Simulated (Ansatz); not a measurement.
Basis-set series for CH4FNSSi. Total charge 0; spin multiplicity 1. The bonds changed during the relaxation, so this is another structure than the one it started from. Geometry: relaxed with PBE0-D4/def2-TZVP. It is one conformer, not always the lowest.

```xyz
9

F    -2.301   -2.049    0.974
Si   -2.106   -0.541    0.411
N    -0.394   -0.498    0.428
C     0.380    0.624   -0.009
S     1.262    0.198   -1.556
H    -0.291    1.467   -0.192
H     0.156   -1.304    0.699
H     1.118    0.924    0.737
H     2.177    1.179   -1.491
```

```
functional       basis  functions  energy (Eh)  HOMO (eV)  LUMO (eV)
   PBE0-D4    def2-SVP         98   -882.01336      -6.93      -1.15
   PBE0-D4  def2-TZVPP        233   -882.49503      -7.10      -1.35
   ωB97M-V    def2-SVP         98   -882.37128      -9.12       0.96
   ωB97M-V  def2-TZVPP        233   -882.85865      -9.31       0.63
```

(1) Give the rows for def2-QZVPP. (An estimate is asked.)

## Answers

(1) The calculation gave: 
```tsv
functional	basis	functions	energy (Eh)	HOMO (eV)	LUMO (eV)
PBE0-D4	def2-QZVPP	431	-882.52864	-7.15	-1.44
ωB97M-V	def2-QZVPP	431	-882.89065	-9.37	0.45
```

Positive LUMOs are unbound and depend on the basis.

Computed with Ansatz.
